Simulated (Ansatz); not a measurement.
Molecule: sum formula SnH3Cl, net charge 0, singlet state. 
Geometry from a B3LYP-D3(BJ)/def2-TZVP (Ansatz, a first-principles code) optimisation:
```
Sn
H 1 1.7045
H 1 1.7045 2 112.69
H 1 1.7045 2 112.69 3 128.90
Cl 1 2.3564 2 106.02 3 -115.55
```
Charge 0, spin multiplicity 1.

Basis-set convergence of Hartree-Fock and MP2 correlation energies (hartree) with Ansatz. Cores are frozen in the correlated levels unless marked. No spin-orbit coupling. Frozen are the shells of the preceding noble gas and the d and f shells that filled before the atom's block. In def2 rows, elements after Kr have scalar-relativistic effective core potentials.

```csv
basis,functions,E(HF),"E(corr, MP2)"
def2-SVP,59,-674.46604,-0.22280
def2-TZVPP,134,-674.63622,-0.30439
def2-QZVPP,242,-674.65142,-0.33315
```

Extrapolating the two largest sets (X = 3 and 4) as X^-3: E(corr) = (64·(-0.33315) - 27·(-0.30439))/37 = -0.3541 Eh, an estimate of the basis-set limit. The largest set recovers 94.1 % of it, the smallest 62.9 %.
